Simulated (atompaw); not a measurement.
**Cutoff test, potassium, PAW (atompaw)**

K, PAW, made with atompaw 4.2.0.5 (PBE, scalar-relativistic). Core [Ar], reference 4s1 4p0. Waves: 4s (bound): rc 3.00 bohr; 4s channel at 1.85 Ry: rc 3.00 bohr; 4p (bound, empty): rc 3.00 bohr; 4p channel at 5.15 Ry: rc 3.00 bohr; 3d channel at 0.05 Ry: rc 3.00 bohr. Local part: bessel scheme, radius 2.40 bohr. Core correction: smooth core density matched at 1.60 bohr. Augmentation charge: besselshape compensation charge, radius 2.35 bohr; PAW radius 3.00 bohr; waves and projectors: custom rrkj gramschmidtortho.

The pseudo-atom Hamiltonian at the reference potential is diagonalised in spherical Bessel functions j_l(qr) that vanish at 20 bohr, with q² up to the cutoff. All-electron valence levels (Ry): 4s -0.1704, 4p -0.0591.

Q: How do the lowest levels (Ry) of each channel move with the cutoff, and are there ghosts?

A:

| cutoff (Ry) | s #1 | s #2 | p #1 | d #1 | f #1 | f #2 | Σ f·Δε (mRy) |
| --- | --- | --- | --- | --- | --- | --- | --- |
| 8 | -0.1839 | 0.0040 | -0.0566 | 0.0129 | 0.0843 | 0.2027 | 13.5 |
| 10 | -1.1644 | -0.1682 | -0.0570 | 0.0127 | 0.0843 | 0.2027 | 2.3 |
| 12 | -1.4240 | -0.1701 | -0.0575 | 0.0126 | 0.0843 | 0.2027 | 0.3 |
| 15 | -1.4350 | -0.1701 | -0.0585 | 0.0126 | 0.0843 | 0.2027 | 0.3 |
| 18 | -1.4999 | -0.1704 | -0.0586 | 0.0126 | 0.0843 | 0.2027 | 0.1 |
| 400 | -1.5177 | -0.1704 | -0.0588 | 0.0126 | 0.0843 | 0.2027 | 0.0 |

Result: ghost state, extra bound levels that the all-electron valence spectrum of the same l lacks: s at -20.6 eV (a true bound ghost makes a file unfit for plane-wave use); 10 mRy is reached at 10 Ry and 1 mRy at 12 Ry.
